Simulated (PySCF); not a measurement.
# CH3GeNS: core ionisation energies

Species: Ge(NCS)H3, CH₃GeNS.
Structure used (PBE0-D3(BJ)/def2-SVP), in Å, numbered top down from 1:
```
atom  x, y, z in Å
Ge1   -0.0029   -0.0008   -1.1553
N2    -0.0124    0.0164    0.6677
C3     0.0013    0.0053    1.8593
S4     0.0165   -0.0066    3.4387
H5     1.4655   -0.0016   -1.5971
H6    -0.7365    1.2636   -1.6181
H7    -0.7316   -1.2763   -1.5952
```

Computed, not measured: delta-SCF UKS SCAN, pcX-2 on the ionised atom, pcseg-1 elsewhere, spin-free X2C in PySCF 2.14.0. Each binding energy is the total energy of the core-ionised species, with the hole localised on one atom, minus that of the ground state; both are solved self-consistently, so orbital relaxation is included.

Task: What binding energy does each computed site have?

Result: 
| atom(s) | bonded to | level | binding energy (eV) | count |
| --- | --- | --- | --- | --- |
| C3 | N and S | C 1s | 293.06 | 1 |
| N2 | C and Ge | N 1s | 404.94 | 1 |
| S4 | C | S 1s | 2476.85 | 1 |

Task: Which photon wavelength matches the S 1s of S4 threshold?

Result: λ = hc/E = 12398.42 eV Å / 2476.85 eV = 5.006 Å.

Not every level is listed. No level of germanium is listed. Geometry: PBE0-D3(BJ)/def2-SVP; no solvent, vibrations or thermal averaging.

Hardware: Arm Neoverse V2, one thread, shared host. Cost: 13 s of wall time.
